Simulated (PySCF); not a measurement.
Computed shifts of a molecule C4H7Cl, PBE/pcSseg-1 (PySCF), GIAO, gas phase, atoms alike by connectivity averaged where their shifts nearly agree, in ppm (number of nuclei): ¹³C: 47.4 (1), 23.8 (1), 22.1 (1), 21.9 (1). ¹H: 2.77 (1), 1.40 (3), 1.18 (1), 1.07 (1), 0.84 (1). References: ¹³C against TMS (σ = 182.0 ppm); ³⁵Cl against HCl (σ = 936.5 ppm); ¹H against TMS (σ = 31.49 ppm), references at their B3LYP-D3(BJ)/def2-TZVP geometries, non-relativistic (without spin–orbit terms, shifts of atoms bonded to Cl or Br come out too high). Geometry optimised at B3LYP-D3(BJ)/def2-SVP. The values are those of a single conformer.

Q: Which molecule gave these data?
(A) CC/C=C\Cl
(B) C[C@@H]1C[C@H]1Cl
(C) ClCC1CC1
(D) C=CCCCl

A: B, C[C@@H]1C[C@H]1Cl
